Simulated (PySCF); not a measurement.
NMR data simulated for an unnamed compound:

1H NMR (600 MHz, computed): δ 6.48 (m, 1H), 3.11 (d, 1H), 2.09 (s, 3H).

13C{1H} NMR (computed): δ 148.7 (C), 136.2 (CH), 96.2 (CH), 85.0 (C), 26.2 (CH3).

- geometry: GFN2-xTB
- shielding tensors at PBE0/pcSseg-1 (GIAO)
- program: PySCF 2.14.0 with density-fitted response routines
- averaged over atoms made equivalent by symmetry, fast rotation or ring inversion, single conformer, no relativistic terms, no solvent

Chemical shifts δ = σref − σ; 1H (31.72 ppm), 13C (186.93 ppm) vs TMS, all at this level.

Question: Which of these does the molecule contain: a C≡C triple bond, an OH group, an amide, a non-aromatic C=C double bond, a Si–CH3 group?

Answer: 
- A C≡C triple bond: yes (δC 96.2, 85.0; δH 3.11 (d)).
- An OH group: no.
- An amide: no.
- A non-aromatic C=C double bond: yes.
- A Si–CH3 group: no.

The data belong to `F[Si](/C(=C\C#C)C)(F)F`, C$_{5}$H$_{5}$F$_{3}$Si; they needn't prove each group on their own.

Carbon signals by region: 2 in the sp2 and nitrile region (100–160 ppm), 2 at 50–100 ppm, 1 below 50 ppm.

Splittings by 19F in the carbon and heteronuclear signals aren't shown, as no couplings were computed. Shifts are as computed. Against solution values, carbons near 30 ppm lie about +3 ppm off and those near 130 ppm about +5 ppm. Of 1211 compounds with measured shifts, 218 miss one by over three times the rms of a fit or turn the order of signals round; such compounds aren't used in these exercises. Multiplicities follow the n + 1 count of equivalent neighbours, as no J values were calculated; m marks all less simple cases, F and P coupling included.
